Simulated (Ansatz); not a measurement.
Start from `BrB1CC1` and change one atom or group to get `BrB1CC1Br`.

Ansatz, PBE0-D4/def2-TZVP geometries, multiplicity 1. 

Scalar relativity is left out up to krypton.

```csv
property,`BrB1CC1`
LUMO energy (ωB97M-V/def2-TZVPP) / eV,0.75
"ideal-gas entropy at 298 K and 1 bar (rigid rotor, harmonic PBE0-D4/def2-TZVP) / J/(mol·K)",296
HOMO energy (PBE/def2-TZVPP) / eV,-5.94
size of the dipole moment (PBE/def2-TZVPP) / D,0.84
HOMO–LUMO gap (ωB97M-V/def2-TZVPP) / eV,10.18
zero-point energy (PBE0-D4/def2-TZVP) / kJ/mol,148.2
```

(1) Give the same properties after the change, and the shifts. (Best estimate.)

Answers

(1) Ansatz gave: 
```tsv
property	`BrB1CC1Br`	shift
LUMO energy (ωB97M-V/def2-TZVPP) / eV	0.02	-0.73
ideal-gas entropy at 298 K and 1 bar (rigid rotor, harmonic PBE0-D4/def2-TZVP) / J/(mol·K)	348	52
HOMO energy (PBE/def2-TZVPP) / eV	-5.98	-0.04
size of the dipole moment (PBE/def2-TZVPP) / D	1.67	0.83
HOMO–LUMO gap (ωB97M-V/def2-TZVPP) / eV	9.44	-0.74
zero-point energy (PBE0-D4/def2-TZVP) / kJ/mol	124.3	-23.9
```

Dipoles are sizes alone; their direction can turn. Modes under 60 cm⁻¹, often nearly free rotors, make the harmonic entropy too high.

Spin–orbit coupling is left out; it splits and shifts lone-pair levels of the heavy atoms by tenths of an eV.
